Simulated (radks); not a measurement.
Values are calculated unless marked as measured or tabulated.
Task: These are the eigenvalues of the occupied orbitals of an atom or ion with whole-number occupations (hartree). Level of theory: Dirac Kohn-Sham, relativistic LDA (MacDonald-Vosko exchange, VWN5 correlation), spin-unpolarised, spherical densities, finite nucleus; Fermi nuclear charge, rms radius of each element as measured or else 0.836 A^(1/3) + 0.57 fm (a radial shooting solver on a logarithmic mesh with Libxc functionals).

1s1/2: -3160.023
2s1/2: -598.5233
2p1/2: -576.8206
2p3/2: -501.9951
3s1/2: -175.8106
3p1/2: -165.9766
3p3/2: -149.1901
3d3/2: -132.8698
3d5/2: -129.2655
4s1/2: -69.25758
4p1/2: -64.96778
4p3/2: -60.23280
4d3/2: -53.22114
4d5/2: -52.25714
4f5/2: -43.50997

Which element is it, and in what charge state? The configuration may be excited. Open shells, if any, fill j = l - 1/2 first.

Result: Z = 81, thallium, charge +32: Tl32+ in [Kr] 4d10 4f3. The list shows which subshells hold electrons but not how many an open one holds; the 1s level, -3160 hartree, gives Z - s = 79.5 by -(Z - s)^2/2, which with screening and relativity narrows Z to a few neighbours, and the depths of the outer levels then fix element, charge and occupations together.
